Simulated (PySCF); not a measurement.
## Working out the ionisation energy of S⁺

S⁺ [Ne] 3s2 3p3 (4S) → S²⁺ [Ne] 3s2 3p2 (3P). Calculation: PySCF 2.14, in aug-cc-pVDZ-DK (5s4p2d, 27 functions); the spin-free X2C one-electron Hamiltonian (Gaussian nucleus). Frozen: [Ne]. Energies in hartree (1 hartree = 27.21139 eV):

| part | S⁺ (lower) | S²⁺ (upper) |
| --- | --- | --- |
| UHF | -398.240256 | -397.405290 |
| CCSD correlation | -0.088293 | -0.074452 |
| (T) | -0.001174 | -0.000889 |

**Question.** What does Hartree-Fock give?

**Answer.** (-397.405290) − (-398.240256) = 0.834966 hartree = 22.721 eV.

**Question.** What do CCSD and CCSD(T) give?

**Answer.** The CCSD correlation energies differ by 0.013841 hartree = 0.377 eV and the triples by 0.000285 hartree = 0.008 eV, so CCSD gives 23.098 eV and CCSD(T) 23.106 eV.

Reference: 23.338 eV (measured; NIST Atomic Spectra Database, ionization energies), between the lowest levels; spin-orbit coupling is absent from the calculation.

A double-zeta basis recovers only part of the correlation energy.

What remains against the reference includes basis incompleteness, the frozen core and higher excitations.
